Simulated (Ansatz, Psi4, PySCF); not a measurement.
C$_{3}$H$_{9}$SSi (SMILES C[Si](C)(C)[S]), doublet, at a GFN2-xTB geometry. Base run: REVPBE/STO-3G run with PySCF.

PySCF was given this input:
```python
from pyscf import gto, scf, dft

mol = gto.M(
    atom='''
C    -0.65581910    1.47443797   -1.21466416
Si   -0.06314066   -0.07709093   -0.27769055
C     1.51624336   -0.77988421   -1.08271036
C    -1.43721760   -1.39878350   -0.23934351
S     0.39453478    0.48170308    1.73515090
H    -0.89939338    1.23332074   -2.24460081
H    -1.54195054    1.89709658   -0.75084446
H     0.11073349    2.24341738   -1.22277179
H     1.87634128   -1.65065181   -0.54318165
H     1.32639151   -1.07675845   -2.10938335
H     2.31359264   -0.04286782   -1.08894708
H    -1.70011851   -1.71096520   -1.24515718
H    -2.33442814   -1.01686300    0.23830482
H    -1.11899547   -2.27832619    0.31214292
''',
    basis='sto-3g',
    spin=1,
    verbose=4,
)

mf = dft.UKS(mol)
mf.xc = 'revpbe'
mf.kernel()
```

The same geometry, method and basis name were run in Ansatz (a quantum-chemistry and plane-wave program) and Psi4 and PySCF, at each program's defaults and at the settings that a row names. The base is PySCF at its defaults. Differences at the defaults can come from grids, fitting, cores and function types together.

```csv
code and settings,ΔE vs base (mEh),basis functions,E (Eh),SCF cycles,dipole (D)
"PySCF, defaults (exact integrals, its default grid, spherical functions)",0.000,42,-798.09685,9,0.92
"Psi4, defaults (density fitting with its default set, its default grid, spherical functions)",-2.438,42,-798.09929,8,0.92
"Ansatz, defaults (factorised integrals, its default grid, spherical functions)",-0.002,42,-798.09685,-,-
"PySCF, density fitting with def2-universal-jkfit",-2.441,42,-798.09929,9,0.92
"PySCF, fine grid",0.001,42,-798.09685,9,0.92
"Psi4, exact integrals, spherical functions, fine grid",0.001,42,-798.09685,11,0.92
"Ansatz, high accuracy",0.001,42,-798.09685,-,-
```

Open shells are given as the SCF converged; they aren't shown to be the lowest states, and a large step between rows can be another state.
